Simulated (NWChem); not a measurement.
**Atomisation of pentafluoroethane (C₂HF₅)**

SMILES: FC(F)C(F)(F)F
```xyz
8

F     -0.4256    -1.3976    -1.0981
C      0.2055    -0.9403     0.0000
F     -0.4256    -1.3976     1.0981
C      0.1573     0.5953     0.0000
F     -1.0964     1.0426     0.0000
F      0.7832     1.0629     1.0850
F      0.7832     1.0629    -1.0850
H      1.2536    -1.2881     0.0000
```
Charge 0, spin multiplicity 1.

All runs are NWChem calculations. All single points use one geometry, from B3LYP/def2-SVP, a minimum by its harmonic frequencies.

Basis set: def2-SVP. The atomisation energy is electronic alone: no zero-point, thermal, spin-orbit or counterpoise terms. No value is extrapolated to the basis-set limit. Free atoms are single determinants with multiplicities F 2, C 3, H 2. Correlated methods freeze the same cores in atoms and molecule, 7 orbitals in all.

B3LYP has NWChem's definition, with VWN1-RPA local correlation. No SCF solution was tested for a lower state. Open-shell Hartree-Fock references start from PBE0 orbitals.

Task: One of these methods gave an atomisation energy of 836.4 kcal/mol. Which?
(A) MP2
(B) PBE
(C) BP86
(D) LC-wPBE (omega 0.3 per bohr)

Result: B, PBE. The others give 826.0 (BP86), 770.4 (MP2), 821.9 (LC-wPBE (omega 0.3 per bohr)).
